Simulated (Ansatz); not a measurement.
Species: BHSCl, charge 0, doublet. BHSCl (SMILES ClB[S], doublet).
B3LYP-D3(BJ)/def2-TZVP minimum from Ansatz (a first-principles code):
```xyz
4

B     -0.6886    -0.0112    -0.0252
Cl     0.2053     1.3491     0.6411
H     -1.8778     0.0220    -0.0440
S      0.1145    -1.4313    -0.6705
```
Charge 0, spin multiplicity 2.

Total energies in cc-pV(D+d)Z, 17 correlated electrons, 11 frozen orbitals. Open shells are spin-unrestricted; no spin-orbit coupling. Cores are frozen in correlated methods. No relativity.

```json
[
 {"method": "HF", "program": "Ansatz", "energy (Eh)": "-882.35490", "minus CCSDT(Q) (mEh)": "378.94"},
 {"method": "MP2", "program": "Ansatz", "energy (Eh)": "-882.68154", "minus CCSDT(Q) (mEh)": "52.29"},
 {"method": "CCSD", "program": "Ansatz", "energy (Eh)": "-882.72091", "minus CCSDT(Q) (mEh)": "12.92"},
 {"method": "CCSD(T)", "program": "Ansatz", "energy (Eh)": "-882.73184", "minus CCSDT(Q) (mEh)": "2.00"},
 {"method": "CCSDT(Q)", "program": "Ansatz", "energy (Eh)": "-882.73384", "minus CCSDT(Q) (mEh)": "0.00"}
]
```

Rough core times of Ansatz's runs on a shared machine: CCSD(T) under 20 s, CCSDT(Q) 2 min.
